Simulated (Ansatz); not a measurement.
Abridged output of a molecular run in Ansatz:

```
Functional definition: HF
2177 factors; integrals over basis functions are off by at most 1.6e-3 eV
mean field evaluation 1: about -10513.4262 eV, gradient 4.2e1 eV
mean field evaluation 2: about -10513.4420 eV, gradient 4.2e1 eV
mean field evaluation 4: about -10518.9081 eV, gradient 4.6e0 eV
mean field evaluation 8: about -10518.9738 eV, gradient 1.5e-4 eV
mean field -10518.97382893 eV, -386.5651581967 hartree, gradient 1.8e-6 eV, S^2 0.000000; 0 other end points of the search recorded, 0 dependent functions left out; unrestricted orbitals would lower it
10 core orbitals not correlated: weight in the atoms' cores, before any rotation towards them, 1.000 or more for the frozen orbitals, at most 0.000 for the correlated occupied ones
reference -10518.97382893 eV, -386.5651581967 hartree; 27, 27 occupied and 173, 173 virtual orbitals, 2177 factors
second order -37.03802817 eV of doubles, -0.00000000 eV of singles
cycle   1  -38.16004424 eV  change    -1.1e0 eV  update   1.3e-1
cycle   2  -39.17910506 eV  change    -1.0e0 eV  update   4.1e-2
cycle   3  -39.38532163 eV  change   -2.1e-1 eV  update   1.7e-2
cycle   4  -39.39103121 eV  change   -5.7e-3 eV  update   5.1e-3
cycle   5  -39.39313452 eV  change   -2.1e-3 eV  update   1.8e-3
cycle   6  -39.39305775 eV  change    7.7e-5 eV  update   5.4e-4
cycle   7  -39.39293089 eV  change    1.3e-4 eV  update   1.7e-4
cycle   8  -39.39294749 eV  change   -1.7e-5 eV  update   5.1e-5
perturbative correction -1.53924257 eV, -0.0565661209 hartree
Total energy: -10559.90601899 eV, -388.0693884364 hartree
```

Its atoms:

Cartesian coordinates in Å:
```
C -2.268 0.670 2.068
C -1.410 0.068 0.966
C -1.078 -1.386 1.264
C -0.143 0.907 0.761
C 0.693 0.468 -0.404
C 0.287 0.748 -1.707
C 1.031 0.319 -2.794
C 2.201 -0.399 -2.598
C 2.620 -0.681 -1.307
C 1.870 -0.250 -0.222
H -2.539 1.705 1.843
H -1.731 0.666 3.022
H -3.191 0.101 2.206
H -1.980 0.101 0.029
H -0.484 -1.835 0.466
H -0.506 -1.467 2.194
H -1.989 -1.978 1.383
H 0.456 0.870 1.679
H -0.437 1.953 0.623
H -0.625 1.314 -1.870
H 0.698 0.551 -3.800
H 2.786 -0.734 -3.447
H 3.535 -1.239 -1.142
H 2.203 -0.473 0.786
```

Task: Which basis set was used?
A. def2-TZVPP
B. def2-QZVPP
C. def2-SVP
D. def2-TZVPPD

Result: C. It gives 210 functions.

Task: Write the keys of the input that set method, charge and spin (a neutral closed shell needs none for the last two).

Result: 
```yaml
correlation: {method: ccsd_t}
```
